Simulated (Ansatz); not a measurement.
Isomers of H2B2Si. All species are isolated molecules in the gas phase. Strings in code marks are SMILES.

Quantity: electronic energy of isomers of H2B2Si relative to `B1=[SiH]B1`, in kcal/mol. The DFT solution of `B1=B[SiH2]1` is unstable or spin-contaminated; the geometry comes from it. The restricted reference of `B1=[SiH]B1` and `B1=B[SiH2]1` is unstable towards unrestricted orbitals.

Case: `B1=B[SiH2]1`. Geometry of `B1=B[SiH2]1` (neutral, multiplicity 1, Å):

```xyz
5

B      1.4902     0.6873     0.2799
B      1.4670    -0.7191    -0.3199
Si    -0.3780     0.0041     0.0051
H     -1.2717     1.0971     0.4812
H     -1.3075    -1.0693    -0.4463
```

Task: Predict the electronic energy of isomers of H2B2Si relative to `B1=[SiH]B1` from frozen-core CCSD(T)/cc-pV5Z // B3LYP-D3(BJ)/def2-TZVP (Ansatz, an electronic-structure program).

Result: 45.9 kcal/mol.
